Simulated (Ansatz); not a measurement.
Process, species as SMILES: C[SiH](C)[SiH2]Cl -> [CH2][SiH](C)[SiH2]Cl + H atom (the C-H bond at the site shown breaks; other sites are not compared here)
Each molecule is optimised on its own at B3LYP-D3(BJ)/def2-TZVP (Ansatz, a program for electronic structure), one conformer each, not searched for the lowest.
Geometry of the first species:
```xyz
14

C     -1.6376     1.6539    -0.3761
Si    -0.9293     0.0330    -1.0087
C     -1.8436    -1.4411    -0.2874
Si     1.3277    -0.0996    -0.3901
Cl     1.3901    -0.0439     1.6987
H     -2.7001     1.7317    -0.6167
H     -1.1270     2.5106    -0.8191
H     -1.5291     1.7199     0.7081
H     -0.9997    -0.0050    -2.4953
H     -2.9080    -1.3911    -0.5272
H     -1.4527    -2.3817    -0.6789
H     -1.7407    -1.4590     0.7992
H      1.9881    -1.3595    -0.8065
H      2.1476     1.0360    -0.8751
```
Charge 0, spin multiplicity 1.

Quantity: bond dissociation energy (electronic energy difference), in kJ/mol. Valence correlation only, unless marked. Open shells are spin-unrestricted. No spin-orbit coupling. No relativistic terms. CBS marks a two-point X^-3 extrapolation of the correlation energy; Hartree-Fock from the larger set.

CCSD(T)/CBS(cc-pV(T+d)Z,cc-pV(Q+d)Z) (Ansatz) gives 450.9 kJ/mol.

Task: Another calculation gave 438.3 kJ/mol. Which level was it?
A) r2SCAN/def2-TZVPD (Ansatz)
B) wB97M-V/def2-TZVPD (Ansatz)
C) B3LYP/def2-TZVPD (Ansatz)
D) SVWN5/def2-TZVPD (Ansatz)

Result: C, B3LYP/def2-TZVPD (Ansatz). The others give 427.8 (r2SCAN), 449.4 (wB97M-V), 485.2 (SVWN5) kJ/mol.
